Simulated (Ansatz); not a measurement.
CH₅NSi₂, SMILES `[SiH3][SiH]1C=N1`, relaxed with RKS PBE-D4/def2-SVP in Ansatz from a rough embedded geometry. The force threshold is 0.03 eV/Å; the program also tests the step.

The species carries charge 0 and has multiplicity 1.

Start:

```xyz
9

Si    0.907   -0.854   -0.780
Si    0.010    0.890    0.209
C    -1.581    0.690    0.800
N    -0.894    0.466    1.766
H     1.652   -0.474   -2.053
H     1.964   -1.604    0.063
H    -0.095   -1.902   -1.202
H     0.743    2.116    0.448
H    -2.707    0.672    0.749
```

(1) How much energy does the relaxation release, and in how many steps? (Best estimate.)

(2) Which bonds change most? (Estimate.)

(3) Give the relaxed structure. (Best estimate.)

## Answers

(1) The calculation gave: 61.10 kJ/mol, in 11 steps.

(2) Computed: Si1–Si2 from 2.197 to 2.329 Å; Si2–C3 from 1.708 to 1.825 Å; C3–N4 from 1.206 to 1.278 Å; Si2–H8 from 1.449 to 1.499 Å.

(3) The calculation gave: 
```xyz
9

Si    1.027   -0.942   -0.833
Si    0.055    0.815    0.345
C    -1.719    0.788    0.772
N    -1.069    0.311    1.763
H     1.433   -0.491   -2.211
H     2.249   -1.470   -0.128
H     0.000   -2.036   -0.945
H     0.831    2.070    0.611
H    -2.808    0.955    0.627
```
